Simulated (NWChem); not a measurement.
System: AuCl; SMILES [Cl][Au]

The following NWChem deck was run.

```
start job
memory heap 200 mb stack 900 mb global 1100 mb
geometry units angstroms noautoz
  Au     0.000000     0.000000    -0.404103
  Cl     0.000000     0.000000     1.848869
end
basis spherical
  * library def2-tzvp
end
ecp
  Au library def2-ecp
end
dft
  xc mn15
  iterations 150
  mulliken
end
task dft energy
```

Coordinates come from a PBE0/def2-SVP optimisation. def2 effective core potentials on Au; no spin-orbit coupling.

Q: Give the results of this calculation. (MN15/def2-TZVP with def2 effective core potentials on Au.) Quantities: energy (Ha); highest occupied level (eV); orbital gap (eV); dipole (D).

A: 
| Quantity | Result |
|---|---|
| energy (Ha) | -595.64 |
| highest occupied level (eV) | -8.87 |
| orbital gap (eV) | 5.48 |
| dipole (D) | 3.86 |
